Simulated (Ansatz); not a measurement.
The same substitution along the group B, Al, Ga.

Computed with Ansatz on PBE0-D4/def2-TZVP structures; ΔE is electronic, products minus reactants. CBS: MP2 limit from def2 TZ/QZ plus the TZ coupled-cluster correction, frozen cores. DFT in def2-TZVPP. B3LYP here is the variant with VWN-RPA as its local correlation; programs differ in this. def2 core potentials past Kr. For Ga, Te outer-core shells are correlated without core-valence functions, which leaves a few kJ/mol of doubt a bond. Scalar relativity is left out up to krypton. Each species was taken in one conformer, which may not be the lowest.

```json
{"reaction": "`CC(C)B(O)O` + `CC[TeH]` → `CC[Te]C` + `CCB(O)O`", "PBE-D4 (kJ/mol)": "-13", "B3LYP-D4 (kJ/mol)": "-13", "CCSD(T)/CBS(def2) (kJ/mol)": "-15"}
{"reaction": "`C[CH](C)[Al]([OH])[OH]` + `CC[TeH]` → `CC[Te]C` + `C[CH2][Al]([OH])[OH]`", "PBE-D4 (kJ/mol)": "-18", "B3LYP-D4 (kJ/mol)": "-18", "CCSD(T)/CBS(def2) (kJ/mol)": "-21"}
{"reaction": "`C[CH](C)[Ga]([OH])[OH]` + `CC[TeH]` → `CC[Te]C` + `C[CH2][Ga]([OH])[OH]`", "PBE-D4 (kJ/mol)": "-12", "B3LYP-D4 (kJ/mol)": "-13", "CCSD(T)/CBS(def2) (kJ/mol)": "-15"}
```

Largest T1 diagnostic: 0.013, for `C[CH2][Ga]([OH])[OH]`.
